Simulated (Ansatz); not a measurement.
CH$_{5}$FSSi (`FC([SiH3])S`). The species carries charge 0 and has multiplicity 1. Geometry: relaxed with PBE0-D4/def2-TZVP. It is one conformer, not always the lowest.

```xyz
9

F    -1.645   -0.131   -1.015
C    -0.770    0.468   -0.116
Si    0.999   -0.150   -0.426
S    -1.275    0.222    1.584
H    -0.839    1.551   -0.266
H     1.934    0.690    0.361
H     1.324   -0.059   -1.872
H     1.072   -1.563    0.026
H    -0.800   -1.028    1.724
```

Task: What is the dipole moment at r2SCAN/def2-TZVPP? (Estimate.)

Result: Computed: 1.41 D, with components (1.37, 0.22, 0.22) D in this frame, pointing from negative to positive charge.

Task: And with PBE, B3LYP, ωB97M-V? (An estimate is asked.)

Result: Ansatz gave: PBE 1.30 D, B3LYP 1.47 D, ωB97M-V 1.48 D.

Task: Give the Mulliken charges with r2SCAN, ωB97M-V, B3LYP in def2-TZVPP. (Estimate.)

Result: The calculation gave: 
| atom | r2SCAN | ωB97M-V | B3LYP |
| --- | --- | --- | --- |
| F1 | -0.22 | -0.21 | -0.23 |
| C2 | 0.11 | 0.01 | 0.09 |
| Si3 | 0.25 | 0.14 | 0.24 |
| S4 | -0.14 | -0.12 | -0.14 |
| H5 | 0.07 | 0.12 | 0.10 |
| H6 | -0.05 | -0.01 | -0.05 |
| H7 | -0.06 | -0.02 | -0.05 |
| H8 | -0.06 | -0.02 | -0.06 |
| H9 | 0.10 | 0.11 | 0.10 |

B3LYP here is the variant with VWN-RPA as its local correlation; programs differ in this.
